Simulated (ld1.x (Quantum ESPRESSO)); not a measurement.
Before and after: TM potential for silicon (Si)

Si (Z = 14), norm-conserving Troullier–Martins (Kleinman–Bylander form), made with ld1.x (Quantum ESPRESSO) 7.5 (LDA (PZ), scalar-relativistic). Core [Ne], reference 3s1.75 3p2.25. Waves: 3s (bound): rc 1.70 bohr; 3p (bound): rc 1.60 bohr. Local part: all-electron potential smoothed inside 1.55 bohr (lloc = -1). Core correction: none.

All-electron outer shells of the reference configuration (LDA (PZ), scalar-relativistic, ld1.x):

```
shell  level (eV)  outermost node (bohr)  outermost maximum (bohr)
   2s     -139.15                   0.15                      0.45
   2p      -96.01                      –                      0.39
   3s      -11.08                   0.72                      1.77
   3p       -4.32                   0.72                      2.14
```

Change: core correction a·sin(br)/r model core inside 1.62 bohr.

Cutoffs: the cutoffs (Ry, on a coarse ladder) from which the occupation-weighted sum of valence levels, in a spherical-Bessel basis at the reference potential, stays within 10 and 1 mRy of its value at 400 Ry; they do not see the model core or the augmentation charge, which bear on the density cutoff. Errors are all-electron minus pseudo energies relative to the spin-unpolarised reference configuration.

Q: Predict the effect on cutoff, ghosts and configuration errors.

A: The potential gets neither clearly harder nor softer (18 Ry and 45 Ry → 18 Ry and 45 Ry); of the 9 tests that both files solve, the error grows in 0 and shrinks in 7 by more than 15 % and 0.3 meV (median size 18.2 → 10.3 meV); neither file shows a bound ghost. Exchange and correlation are not linear in the density, so unscreening with the valence charge alone errs where core and valence overlap; a model core restores that term. A model core, the more so a compact one, raises the density cutoff, which this test does not measure.

```tsv
quantity	base	changed
cutoff, loose	18 Ry	18 Ry
cutoff, tight	45 Ry	45 Ry
bound ghosts	none	none
error for 3s2 3p2, meV [ΔE -1.68 eV]	+0.4	+0.3
error for 3s2 3p1, meV [ΔE 6.14 eV]	+3.2	+2.7
error for 3s2 3p0, meV [ΔE 22.26 eV]	+35	+26
error for 3s0 3p4, meV [ΔE 12.09 eV]	+18	+10
error for 3s2 3p1.5, meV [ΔE 1.28 eV]	+0.4	+0.3
error for 3s1 3p0, meV [ΔE 56.40 eV]	+226	+136
error for 3s1 3p2, meV [ΔE 13.56 eV]	+15	+10
error for 3s1.75 3p2.25 (spin-polarised), meV [ΔE -1.01 eV]	+82	+45
error for 3s2 3p2 (spin-polarised), meV [ΔE -2.30 eV]	+41	+23
s: phases at 1.85 bohr within 0.05 rad from the reference energy up to (Ry; the scan ends near 5)	1.8	1.8
p: phases at 1.85 bohr within 0.05 rad from the reference energy up to (Ry; the scan ends near 5)	3.1	3.1
```
